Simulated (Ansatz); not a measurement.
Consider the cleavage of the Si–Sn bond: `F[SiH2][SnH3]` + HI → `F[SiH2]I` + `[SnH4]`.

Calculated with Ansatz (gas phase, PBE0-D4/def2-TZVP geometries, no zero-point term in ΔE). CBS: MP2 limit from def2 TZ/QZ plus the TZ coupled-cluster correction, frozen cores. Functionals use def2-TZVPP. def2 core potentials past Kr. For I, Sn outer-core shells are correlated without core-valence functions, which leaves a few kJ/mol of doubt a bond.

| level | ΔE (kJ/mol) | difference from CCSD(T)/CBS |
| --- | --- | --- |
| revPBE-D4 | -64.6 | 4.9 |
| B97M-V | -74.1 | -4.6 |
| r2SCANh-D4 | -72.1 | -2.6 |
| PBE | -63.1 | 6.4 |
| revPBE | -63.0 | 6.5 |
| PBE0 | -67.5 | 2.0 |
| r2SCAN0 | -73.5 | -4.0 |
| BHLYP | -72.2 | -2.7 |
| SCS-MP2/def2-TZVPP | -74.8 | -5.3 |
| SCS-MP2/def2-QZVPP | -75.6 | -6.1 |
| CCSD(T)/CBS | -69.5 | 0 |

Largest T1 diagnostic among the species: 0.013.

From BLYP to BHLYP (50 % exact exchange), in def2-TZVPP and without D4, ΔE moves by −9.6 kJ/mol. Leaving LDA and LC-ωPBE aside and taking each functional with its dispersion term where it has one, the values, not all of them listed here, spread over 10.9 kJ/mol, from B97M-V to PBE-D4. At CCSD(T), def2-SVP lies +6.7 kJ/mol from the extrapolated value and def2-TZVPP +1.2 kJ/mol.
